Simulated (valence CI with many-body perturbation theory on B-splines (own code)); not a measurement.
E1 transitions of As+

Level of theory: valence CI with perturbative core correlation (CI+MBPT): four valence electrons over a frozen Dirac-Fock core [Ar] 3d10, a basis of 11 s, 11 p, 10 d, 8 f, 5 g, 2 h functions for each j, with the one-electron correlation potential Σ1 (screened to all orders), the two-electron term Σ2, the three-electron term Σ3, Breit, model QED; selected single and double excitations, second order for the rest (own B-spline code, finite nucleus).

Set against measurement, 16 paired levels are off by 193 cm⁻¹ on average, the worst by 359. These come from a selection out of the NIST Handbook of Basic Atomic Spectroscopic Data. Levels without a partner in it may be off by more. Among the levels kept, up to 2200 cm⁻¹ of a level comes from second order outside the variational space, and about a tenth of that is noise between levels of different J, which matters for small intervals.

Lines 51 to 100 of 521 in falling wavelength, among levels below 17.296 eV, chosen from the strongest by gf and those to the six lowest levels. Wavelengths and rates use the calculated energies, so an error of 200 cm⁻¹ moves a line at 2589 nm by 5.2 % and its rate by three times that or more. Electric multipoles are in the length gauge, E1 and E2 with the static RPA response of the core. Weak lines are less certain than strong ones. Lines between different terms over intervals too small for the method are left out, as are lines whose strength nearly cancels. Where a level lies close to another of its J and parity, the split of strength between their lines is uncertain. The highest levels of a list are the least certain.

Levels are named by their leading jj configuration (3d3/2^4 stands for four electrons in 3d with j = 3/2), which in mixed levels can hold well under half, so a name can repeat and another be missing. Letters in brackets count levels of one name in rising energy.

```tsv
λ vac (nm)	Upper	Lower	A (s⁻¹)	S (a.u.) with core polarisation	S without
2589	(4s^2 4p1/2 8s) J=1	(4s^2 4p1/2 7p3/2) J=1	1.73e+06	4.43e+01	4.43e+01
2560	(4s^2 4p3/2 8s) J=2	(4s^2 4p3/2 7p1/2) J=2	4.83e+06	2.00e+02	2.00e+02
2549	(4s^2 4p3/2 4f7/2) J=3	(4s^2 4p1/2 5d5/2) J=2	2.57e+05	1.47e+01	1.47e+01
2542	(4s^2 4p3/2 8s) J=2	(4s^2 4p3/2 7p3/2) J=3	5.62e+06	2.28e+02	2.28e+02
2523	(4s^2 4p3/2 4f7/2) J=2	(4s^2 4p1/2 5d3/2) J=1 [b]	5.03e+05	1.99e+01	1.99e+01
2515	(4s^2 4p1/2 8s) J=0	(4s^2 4p1/2 7p1/2) J=1	4.21e+06	3.30e+01	3.30e+01
2507	(4s^2 4p3/2 5f5/2) J=4	(4s^2 4p1/2 6d5/2) J=3	4.56e+05	3.19e+01	3.19e+01
2442	(4s^2 4p3/2 5f5/2) J=3	(4s^2 4p1/2 6d3/2) J=2	3.77e+05	1.90e+01	1.90e+01
2412	(4s^2 4p1/2 8s) J=1	(4s^2 4p1/2 7p1/2) J=1	4.10e+06	8.53e+01	8.53e+01
2406	(4s^2 4p3/2 5p3/2) J=0	(4s^2 4p3/2 4d5/2) J=1	2.07e+06	1.42e+01	1.42e+01
2405	(4s^2 4p3/2 7p3/2) J=0	(4s^2 4p3/2 7s) J=1 [a]	3.34e+06	2.29e+01	2.29e+01
2390	(4s^2 4p3/2 8s) J=1	(4s^2 4p3/2 7p3/2) J=1	5.83e+06	1.18e+02	1.18e+02
2125	(4s^2 4p3/2 7d5/2) J=4	(4s^2 4p3/2 5f7/2) J=3	8.58e+05	3.66e+01	3.66e+01
2120	(4s^2 4p3/2 7d5/2) J=4	(4s^2 4p3/2 5f7/2) J=5	1.62e+06	6.84e+01	6.84e+01
2103	(4s^2 4p3/2 4f7/2) J=4	(4s^2 4p1/2 5d5/2) J=3	5.50e+05	2.27e+01	2.27e+01
2073	(4s^2 4p1/2 7d3/2) J=2	(4s^2 4p1/2 5f5/2) J=3	1.40e+06	3.08e+01	3.08e+01
2062	(4s^2 4p1/2 7d3/2) J=2	(4s^2 4p1/2 7p3/2) J=2	1.40e+06	3.03e+01	3.03e+01
2021	(4s^2 4p1/2 7d3/2) J=2	(4s^2 4p1/2 7p3/2) J=1	8.94e+05	1.82e+01	1.82e+01
1995	(4s^2 4p3/2 7d5/2) J=4	(4s^2 4p3/2 7p3/2) J=3	9.88e+06	3.48e+02	3.48e+02
1976	(4s^2 4p1/2 7d5/2) J=2	(4s^2 4p1/2 5f7/2) J=3	1.02e+06	1.94e+01	1.94e+01
1957	(4s^2 4p1/2 7d5/2) J=3	(4s^2 4p1/2 5f7/2) J=4	9.77e+05	2.53e+01	2.53e+01
1943	(4s^2 4p1/2 7d5/2) J=2	(4s^2 4p1/2 7p3/2) J=2	1.34e+06	2.43e+01	2.43e+01
1933	(4s^2 4p1/2 7d5/2) J=3	(4s^2 4p1/2 7p3/2) J=2	9.75e+06	2.43e+02	2.43e+02
1911	(4s^2 4p1/2 7d3/2) J=2	(4s^2 4p1/2 7p1/2) J=1	8.87e+06	1.53e+02	1.53e+02
1906	(4s^2 4p1/2 7d5/2) J=2	(4s^2 4p1/2 7p3/2) J=1	8.70e+06	1.49e+02	1.49e+02
1902	(4s^2 4p1/2 5f5/2) J=2	(4s^2 4p3/2 5d5/2) J=1	1.92e+06	3.25e+01	3.25e+01
1886	(4s^2 4p1/2 7d3/2) J=1	(4s^2 4p1/2 7p1/2) J=0	5.81e+06	5.77e+01	5.77e+01
1860	(4s^2 4p3/2 4f5/2) J=3	(4s^2 4p1/2 5d3/2) J=2	1.39e+06	3.08e+01	3.08e+01
1843	(4s^2 4p1/2 6h9/2) J=4	(4s^2 4p1/2 5g7/2) J=3	2.49e+07	6.94e+02	6.94e+02
1841	(4s^2 4p1/2 6h9/2) J=5	(4s^2 4p1/2 5g7/2) J=4	2.52e+07	8.54e+02	8.54e+02
1841	(4s^2 4p1/2 6h11/2) J=5	(4s^2 4p1/2 5g7/2) J=4	7.81e+05	2.65e+01	2.65e+01
1841	(4s^2 4p1/2 6h9/2) J=5	(4s^2 4p1/2 5g9/2) J=4	6.11e+05	2.07e+01	2.07e+01
1841	(4s^2 4p1/2 6h11/2) J=5	(4s^2 4p1/2 5g9/2) J=4	2.50e+07	8.47e+02	8.47e+02
1839	(4s^2 4p3/2 4f5/2) J=4	(4s^2 4p1/2 5d5/2) J=3	1.15e+06	3.17e+01	3.17e+01
1837	(4s^2 4p1/2 6h11/2) J=6	(4s^2 4p1/2 5g9/2) J=5	2.65e+07	1.06e+03	1.06e+03
1830	(4s^2 4p1/2 6h9/2) J=4	(4s^2 4p1/2 5g7/2) J=4	4.46e+05	1.21e+01	1.21e+01
1830	(4s^2 4p1/2 6h9/2) J=4	(4s^2 4p1/2 5g9/2) J=4	8.64e+05	2.35e+01	2.35e+01
1829	(4s^2 4p1/2 6h9/2) J=5	(4s^2 4p1/2 5g9/2) J=5	5.41e+05	1.80e+01	1.80e+01
1829	(4s^2 4p1/2 6h11/2) J=5	(4s^2 4p1/2 5g9/2) J=5	5.34e+05	1.77e+01	1.77e+01
1791	(4s^2 4p1/2 6g7/2) J=3	(4s^2 4p1/2 5f5/2) J=2	1.42e+07	2.81e+02	2.81e+02
1789	(4s^2 4p1/2 6g9/2) J=5	(4s^2 4p1/2 5f7/2) J=4	1.58e+07	4.92e+02	4.92e+02
1784	(4s^2 4p1/2 6g9/2) J=4	(4s^2 4p1/2 5f7/2) J=3	1.51e+07	3.81e+02	3.81e+02
1778	(4s^2 4p1/2 6g7/2) J=4	(4s^2 4p1/2 5f7/2) J=4	4.99e+05	1.25e+01	1.25e+01
1777	(4s^2 4p1/2 6g9/2) J=4	(4s^2 4p1/2 5f7/2) J=4	4.92e+05	1.22e+01	1.22e+01
1773	(4s^2 4p1/2 6f5/2) J=2	(4s^2 4p3/2 7s) J=1 [b]	5.35e+06	7.36e+01	7.36e+01
1765	(4s^2 4p1/2 6g7/2) J=4	(4s^2 4p1/2 5f5/2) J=3	1.50e+07	3.66e+02	3.66e+02
1752	(4s^2 4p3/2 6p3/2) J=2	(4s^2 4p1/2 5d3/2) J=1 [a]	1.65e+06	2.18e+01	2.18e+01
1752	(4s^2 4p1/2 6g7/2) J=3	(4s^2 4p1/2 5f5/2) J=3	7.89e+05	1.46e+01	1.47e+01
1729	(4s^2 4p1/2 7d3/2) J=1	(4s^2 4p1/2 7p1/2) J=1	1.94e+06	1.48e+01	1.48e+01
1691	(4s^2 4p1/2 6f7/2) J=3	(4s^2 4p3/2 7s) J=2	2.18e+06	3.63e+01	3.63e+01
```
